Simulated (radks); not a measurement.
Task: P, 15 electrons, occupied as [Ne] 3s2 3p3. Calculated with a radial shooting solver on a logarithmic mesh with Libxc functionals: non-relativistic Kohn-Sham, PBE, spin-polarised, spherical densities, point nucleus; open shells are filled with parallel spins first. Some entries of the table are withheld. Estimate them.

orbital  occ.  eigenvalue (eV)  r(max) (bohr)
1s up       1        -2077.408        0.06803
1s down     1        -2077.112        0.06803
2s up       1              (1)         0.4205
2s down     1              (2)         0.4207
2p up       3              (3)         0.3546
2p down     3              (4)         0.3550
3s up       1         -14.7291            (5)
3s down     1         -12.0064            (6)
3p up       3          -6.2938          1.833
3p down     0          -3.7374          1.840

Result: 
(1) 2s up eigenvalue (eV): -172.7083
(2) 2s down eigenvalue (eV): -172.4017
(3) 2p up eigenvalue (eV): -124.2080
(4) 2p down eigenvalue (eV): -123.7904
(5) 3s up r(max) (bohr): 1.585
(6) 3s down r(max) (bohr): 1.567
